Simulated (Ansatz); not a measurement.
Isomers of Hg10Te9F2 (singlet), relaxed with PBE-D4/def2-SVP; total energies from Ansatz at PBE0-D4/def2-TZVP.

```tsv
isomer	description	energy (Eh)
A	point group not assigned; 19 × Hg–Te 2.67 to 3.09 Å; 2 × F–Hg 2.10 to 2.16 Å	-4147.60551
B	point group not assigned; 23 × Hg–Te 2.64 to 3.21 Å; 1 × Te–Te 2.81 Å; 1 × F–Hg 2.08 Å	-4147.58467
```

In the def2 sets Hg, Te take a core potential; there is no spin–orbit coupling. Single mean-field runs in def2-TZVP are fitted with def2-universal-jkfit.

Problem. Work out the relative energies (1 Eh = 2625.5 kJ/mol) and the Boltzmann populations at 800 K from electronic energies alone (R = 8.314 J/mol/K).

Solution. ΔE: A 0.0, B 54.7 kJ/mol. RT = 6.65 kJ/mol. Factors exp(−ΔE/RT): A 1, B 0.000268; sum 1.000. Populations: A 100.0 %, B 0.0 %. Zero-point energy, vibrational entropy and symmetry numbers are left out and can shift these; an error of 4 kJ/mol changes a ratio by a factor of 1.8. Over the other density-functional and correlated levels in def2 sets, the gap between A and B ranges from 12 to 71 kJ/mol.
